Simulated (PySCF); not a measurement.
**Electric properties by functional and basis**

Species: methyl butanoate, C₅H₁₀O₂.
SMILES: `CCCC(=O)OC`

PySCF, dipoles from the SCF density, polarisabilities from static response with core orbitals frozen. The structure is a single PBE0-D3(BJ)/def2-SVP conformer in the gas phase; no vibrational or solvent corrections.

The anisotropy is √(½[(α1 − α2)² + (α2 − α3)² + (α3 − α1)²]).

```csv
level,μ (D),α (Å³),anisotropy (Å³)
LDA/def2-SVPD,1.679,10.84,3.31
PBE/def2-SVPD,1.651,10.70,3.25
B3LYP/def2-SVPD,1.688,10.33,2.92
PBE0/def2-SVPD,1.688,10.23,2.90
BHandHLYP/def2-SVPD,1.736,9.90,2.60
CAM-B3LYP/def2-SVPD,1.707,10.17,2.74
wB97X-D/def2-SVPD,1.707,10.15,2.74
LC-wPBE/def2-SVPD,1.705,9.93,2.63
HF/def2-SVPD,1.828,9.47,2.23
PBE0/6-31G*,1.589,8.57,2.64
PBE0/6-31+G*,1.670,9.55,2.62
PBE0/def2-SVP,1.590,8.77,2.58
PBE0/aug-cc-pVDZ,1.670,10.44,3.04
PBE0/def2-TZVP,1.676,9.95,2.89
```

The dipole runs from 1.59 D (PBE0/6-31G*) to 1.83 D (HF/def2-SVPD). No reference polarisability is at hand; against PBE0 in the largest diffuse basis at hand (aug-cc-pVDZ) the other PBE0 rows deviate by 6-31G* -18%, 6-31+G* -9%, def2-SVP -16%, def2-SVPD -2%, def2-TZVP -5%. In one basis (def2-SVPD) the functionals order the polarisability from HF (lowest) to LDA (highest), a spread of 15%. With PBE0 the polarisability is 9.10 Å³ without diffuse functions (mean of 6-31G*, def2-SVP and def2-TZVP) and 10.07 Å³ with them (mean of 6-31+G*, def2-SVPD and aug-cc-pVDZ).
